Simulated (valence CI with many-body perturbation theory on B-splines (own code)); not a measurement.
# Mn¹⁹⁺: electric-dipole lines

Computed by configuration interaction combined with many-body perturbation theory (CI+MBPT): four valence electrons over a frozen Dirac-Fock core [He], radial functions for each j: 11 s, 11 p, 10 d, 8 f, 5 g, 2 h, with the one-electron correlation potential Σ1, the two-electron term Σ2, the three-electron term Σ3, Breit, model QED; selected CI, second order for the rest, scaled by the run's own slope (own B-spline code, finite nucleus).

No measured spectrum was set against this ion. As an estimate, levels of excited configurations hold to 0.05 to 0.15 % of their energy, terms of the ground configuration to about 0.5 %. Among the levels kept, up to 1000 cm⁻¹ of a level comes from second order outside the variational space, and about a tenth of that is noise between levels of different J, which matters for small intervals.

Lines 51 to 100 of 544 in falling wavelength, among levels below 1071.9 eV, chosen from the strongest by gf and those to the six lowest levels. Wavelengths and rates use the calculated energies, so an error of 500 cm⁻¹ moves a line at 508.4 Å by 0.25 % and its rate by three times that or more. Electric multipoles are in the length gauge, E1 and E2 with the static RPA response of the core. Weak lines are less certain than strong ones. Lines between different terms over intervals too small for the method are left out, as are lines whose strength nearly cancels. Where a level lies close to another of its J and parity, the split of strength between their lines is uncertain. The highest levels of a list are the least certain.

Names give the largest LS component (configuration and term), which can be under half, so a name can repeat, a term be missing and a line seem to break the LS rules; names also repeat where a configuration has a term twice. Letters in brackets count levels of one name in rising energy.

| λ vac (Å) | Upper | Lower | A (s⁻¹) | log gf | Branch % |
| --- | --- | --- | --- | --- | --- |
| 508.4 | 2s 2p2 3d 5D_3 | 2s 2p2 3p 5P°_2 | 9.05e+08 | -0.61 | 0.0 |
| 507.9 | 2s2 2p 3d 3F°_4 | 2s2 2p 3p 3D_3 | 1.30e+09 | -0.34 | 94.7 |
| 507.7 | 2s 2p2 3d 3F_4 [b] | 2s 2p2 3p 3F°_4 | 3.82e+08 | -0.88 | 0.0 |
| 506.7 | 2s 2p2 3p 3F°_3 | 2s 2p2 3s 3D_2 | 1.49e+09 | -0.40 | 0.5 |
| 506.3 | 2s 2p2 3p 5P°_3 | 2s 2p2 3s 5P_3 | 1.36e+09 | -0.44 | 0.2 |
| 504.7 | 2p3 3d 5D°_2 | 2p3 3p 5P_1 | 5.39e+08 | -0.99 | 0.3 |
| 504.5 | 2p3 3d 5D°_1 | 2p3 3p 5P_1 | 1.04e+09 | -0.92 | 0.4 |
| 501.5 | 2s 2p2 3d 1D_2 [c] | 2s 2p2 3p 1P°_1 [c] | 9.36e+08 | -0.75 | 0.0 |
| 500.8 | 2s 2p2 3p 3S°_1 [b] | 2s 2p2 3s 3P_2 [b] | 1.38e+09 | -0.81 | 0.0 |
| 499.6 | 2s 2p2 3d 5D_3 | 2s 2p2 3p 5D°_3 | 3.83e+08 | -1.00 | 0.0 |
| 499.5 | 2s2 2p 3p 3D_3 | 2s2 2p 3s 3P°_2 | 1.56e+09 | -0.39 | 3.4 |
| 497.2 | 2s 2p2 3d 3D_3 [e] | 2s 2p2 3p 3P°_2 [d] | 8.66e+08 | -0.65 | 0.0 |
| 495.4 | 2s 2p2 3p 3P°_2 [d] | 2s 2p2 3s 3P_2 [b] | 1.36e+09 | -0.60 | 0.1 |
| 494.5 | 2s 2p2 3d 3F_2 [c] | 2s 2p2 3p 3D°_1 [c] | 1.13e+09 | -0.68 | 0.0 |
| 492.7 | 2s 2p2 3d 1D_2 [b] | 2s 2p2 3p 3P°_1 [d] | 1.01e+09 | -0.74 | 0.0 |
| 491.8 | 2s2 2p 3d 3F°_3 | 2s2 2p 3p 3D_2 | 1.41e+09 | -0.45 | 0.0 |
| 490.5 | 2s 2p2 3p 5D°_4 | 2s 2p2 3s 5P_3 | 1.92e+09 | -0.20 | 52.9 |
| 489.9 | 2s 2p2 3d 5F_2 | 2s 2p2 3p 5D°_1 | 9.34e+08 | -0.77 | 0.1 |
| 489.3 | 2s 2p2 3d 3D_2 [c] | 2s 2p2 3p 3P°_1 [c] | 1.27e+09 | -0.64 | 0.0 |
| 486.7 | 2s 2p2 3p 5D°_3 | 2s 2p2 3s 5P_2 | 1.82e+09 | -0.35 | 12.0 |
| 483.9 | 2s 2p2 3p 3P°_2 [c] | 2s 2p2 3s 3S_1 [b] | 1.61e+09 | -0.55 | 0.3 |
| 481.4 | 2s 2p2 3p 5P°_1 | 2s 2p2 3s 5P_2 | 9.26e+08 | -1.02 | 0.0 |
| 479.6 | 2s 2p2 3p 3F°_4 | 2s 2p2 3s 3D_3 | 2.10e+09 | -0.19 | 23.5 |
| 478.6 | 2s 2p2 3p 5P°_2 | 2s 2p2 3s 5P_2 | 1.03e+09 | -0.75 | 0.2 |
| 476.8 | 2s 2p2 3d 3D_2 [d] | 2s 2p2 3p 1P°_1 [b] | 9.77e+08 | -0.78 | 0.0 |
| 476.5 | 2s2 2p 3d 3D°_3 | 2s2 2p 3p 3P_2 | 9.91e+08 | -0.63 | 0.0 |
| 476.2 | 2s 2p2 3p 5D°_2 | 2s 2p2 3s 5P_1 | 1.57e+09 | -0.57 | 16.2 |
| 472.8 | 2s 2p2 3d 3G_3 | 2s 2p2 3p 3F°_2 | 1.42e+09 | -0.48 | 0.8 |
| 472.2 | 2s2 2p 3p 3S_1 | 2s2 2p 3s 3P°_2 | 1.61e+09 | -0.79 | 1.0 |
| 472.0 | 2s 2p2 3p 3P°_1 [c] | 2s 2p2 3s 3P_0 [b] | 9.05e+08 | -1.04 | 0.0 |
| 471.8 | 2s 2p2 3d 3D_3 [e] | 2s 2p2 3p 3D°_3 [c] | 4.63e+08 | -0.97 | 0.0 |
| 470.7 | 2s2 2p 3d 3P°_2 [a] | 2s2 2p 3p 3P_1 [a] | 1.42e+09 | -0.63 | 0.0 |
| 470.6 | 2s2 2p 3d 1D°_2 | 2s2 2p 3p 3P_1 [b] | 1.10e+09 | -0.74 | 0.0 |
| 468.4 | 2s2 2p 3p 3D_2 | 2s2 2p 3s 3P°_1 | 1.80e+09 | -0.53 | 3.1 |
| 467.4 | 2s 2p2 3d 1G_4 | 2s 2p2 3p 3D°_3 [b] | 3.88e+08 | -0.94 | 0.0 |
| 464.8 | 2s 2p2 3p 1D°_2 [a] | 2s 2p2 3s 3D_1 | 7.37e+08 | -0.92 | 0.0 |
| 464.7 | 2s 2p2 3d 3D_3 [b] | 2s 2p2 3p 1D°_2 [a] | 4.31e+08 | -1.01 | 0.0 |
| 463.9 | 2s 2p2 3d 3F_4 [a] | 2s 2p2 3p 3D°_3 [a] | 1.73e+09 | -0.30 | 0.0 |
| 463.7 | 2s2 2p 3p 3P_2 | 2s2 2p 3s 3P°_2 | 1.72e+09 | -0.56 | 0.8 |
| 461.1 | 2s 2p2 3d 5P_3 | 2s 2p2 3p 5P°_3 | 1.08e+09 | -0.62 | 0.0 |
| 460.3 | 2s 2p2 3p 3D°_2 [c] | 2s 2p2 3s 3S_1 [a] | 1.94e+09 | -0.51 | 0.2 |
| 459.3 | 2s 2p2 3p 3D°_2 [b] | 2s 2p2 3s 3D_3 | 8.62e+08 | -0.87 | 0.1 |
| 458.9 | 2s 2p2 3d 3P_2 [c] | 2s 2p2 3p 3P°_2 [d] | 9.14e+08 | -0.84 | 0.0 |
| 456.8 | 2s 2p2 3d 3F_2 [a] | 2s 2p2 3p 3D°_1 [a] | 1.37e+09 | -0.67 | 0.0 |
| 456.8 | 2s2 2p 3p 3P_1 [a] | 2s2 2p 3s 3P°_0 | 1.37e+09 | -0.89 | 1.1 |
| 456.4 | 2s 2p2 3d 3F_3 [a] | 2s 2p2 3p 3D°_2 [a] | 1.62e+09 | -0.45 | 0.0 |
| 454.5 | 2s2 2p 3d 1F°_3 | 2s2 2p 3p 1D_2 | 1.76e+09 | -0.42 | 0.0 |
| 453.3 | 2s 2p2 3d 3P_2 [a] | 2s 2p2 3p 5P°_1 | 1.02e+09 | -0.80 | 0.0 |
| 450.2 | 2s2 2p 3d 3F°_2 | 2s2 2p 3p 3D_1 | 1.51e+09 | -0.64 | 0.1 |
| 448.2 | 2s2 2p 3d 3P°_2 [b] | 2s2 2p 3p 3P_2 | 6.53e+08 | -1.01 | 0.0 |
